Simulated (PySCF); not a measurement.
Simulation results for CH5B2O, AlB2H4N

Computed with PySCF 2.14.0. Calculation on a computer-drawn molecule: optimised geometry and harmonic frequencies of an isolated molecule of the commonest isotopes, restricted reference for singlets and unrestricted otherwise, frozen core in MP2.

Common to all runs: charge 0; method HF.

(1) CH5B2O

Start structure:
```xyz
9
CH5B2O
B     -1.8030    -1.0406    -0.3316
B     -0.9643     0.0412    -1.1849
C      0.4152    -0.0056    -1.4846
O      0.9709     0.8399    -2.4257
H     -2.5736    -1.8502    -0.8309
H     -1.8059    -1.1822     0.7939
H     -1.5712     1.0692    -1.4234
H      1.0849    -0.8141    -1.2784
H      1.8910     0.6820    -2.5868
```

```
multiplicity                                  : 2
basis                                         : cc-pVDZ
rotational constants                          : 40.67, 3.541, 3.348 GHz
total energy                                  : -164.9413 hartree
spin squared                                  : 0.7578
convergence status largest gradient component : 2.649e-05 hartree/bohr
```

Drawn bonds:
```
atom  other atom  order
   1           2      1
   2           3      1
   3           4      1
   1           5      1
   1           6      1
   2           7      1
   3           8      1
   4           9      1
```

Optimised structure:
```xyz
9
CH5B2O
B     -1.8547    -1.0891    -0.2862
B     -1.0039     0.0785    -1.1714
C      0.4416    -0.0503    -1.6273
O      1.0320     0.9333    -2.3268
H     -2.5102    -1.9462    -0.8230
H     -1.8837    -1.0819     0.9187
H     -1.5813     1.0957    -1.4684
H      1.0782    -0.9105    -1.4302
H      1.9260     0.7101    -2.5379
```

Modes:
```
frequency (cm⁻¹)  reduced mass (dalton)
           166.3                  2.849
           204.8                  2.908
           255.9                  1.112
           436.9                  3.971
           437.9                   1.12
           561.4                  1.186
           725.9                  1.302
           744.1                  1.866
           911.6                    1.7
            1011                  1.862
            1031                  1.721
            1164                  2.121
            1287                  1.351
            1336                  1.192
            1404                   1.99
            1623                  2.063
            2640                  1.063
            2660                  1.087
            2699                   1.12
            3276                  1.088
            4153                  1.067
```

(2) AlB2H4N

Start structure:
```xyz
8
AlB2H4N
B     -2.2692    -1.2854     0.5466
B     -0.5968    -1.3447     0.9937
N     -0.2516    -0.3662     1.8591
Al    -1.8036     0.5203     1.7890
H     -2.5907    -0.8131    -0.5049
H     -3.1463    -1.8848     1.0641
H      0.1663    -2.2421     0.7529
H      0.7331    -0.3274     2.2365
```

```
multiplicity                                  : 1
basis                                         : cc-pV(D+d)Z
rotational constants                          : 12.11, 3.8, 2.964 GHz
total energy                                  : -348.0860 hartree
convergence status largest gradient component : 3.442e-05 hartree/bohr
```

Drawn bonds:
```
atom  other atom  order
   1           2      1
   2           3      1
   3           4      1
   1           5      1
   1           6      1
   2           7      1
   3           8      1
```

Optimised structure:
```xyz
8
AlB2H4N
B     -2.3104    -1.4990     0.3589
B     -0.7576    -1.2983     1.0431
N     -0.2800    -0.2618     1.8846
Al    -1.3548     1.1255     2.3978
H     -2.5780    -1.0952    -0.7446
H     -3.1639    -2.1573     0.8981
H      0.0044    -2.1957     0.7349
H      0.6815    -0.3615     2.1642
```

Modes:
```
frequency (cm⁻¹)  reduced mass (dalton)
           94.08                  6.396
           167.1                  1.511
             293                  1.478
           307.4                  2.929
           480.1                  1.089
           669.6                  6.172
           732.2                  2.537
           787.2                  1.231
           985.2                  1.404
           988.5                  1.554
            1088                  1.231
            1259                   1.24
            1324                  1.906
            1382                  2.642
            2569                  1.087
            2646                  1.059
            2701                   1.12
            3754                  1.075
```
